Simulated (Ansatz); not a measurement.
Computed with Ansatz on PBE0-D4/def2-TZVP structures; ΔE is electronic, products minus reactants. CBS: MP2 limit from def2 TZ/QZ plus the TZ coupled-cluster correction, frozen cores. This one scheme is used for every species. Functionals use def2-TZVPP. One conformer a species, not always the lowest.

Reaction (formal hydrolysis of the Al–C bond): `CO[CH2][AlH][CH3]` + H₂O → `CO[CH2][AlH][OH]` + CH₄

Question: Is it downhill or uphill in electronic energy at CCSD(T)/CBS, and by how much? (An estimate is asked.)

Answer: Computed: Downhill: ΔE = -146.4 kJ/mol.

Question: What do these levels give: ωB97M-V, PBE-QIDH, r2SCAN, CCSD(T)/def2-TZVPP, HF/CBS(def2), MP2/CBS(def2)? (Estimate.)

Answer: The calculation gave: ωB97M-V -148.0, PBE-QIDH -146.9, r2SCAN -152.5, CCSD(T)/def2-TZVPP -149.2, HF/CBS(def2) -160.2, MP2/CBS(def2) -149.0 kJ/mol.

Largest T1 diagnostic among the species: 0.012.

In def2-TZVPP, CCSD(T) changes the Hartree–Fock value by +10.9 kJ/mol (the triples alone add +1.0 kJ/mol) and MP2 by +8.3 kJ/mol. At CCSD(T), def2-SVP lies −11.1 kJ/mol from the extrapolated value and def2-TZVPP −2.7 kJ/mol. Leaving LDA and LC-ωPBE aside and taking each functional with its dispersion term where it has one, the values, not all of them listed here, spread over 15.4 kJ/mol, from B2PLYP to revPBE-D4.
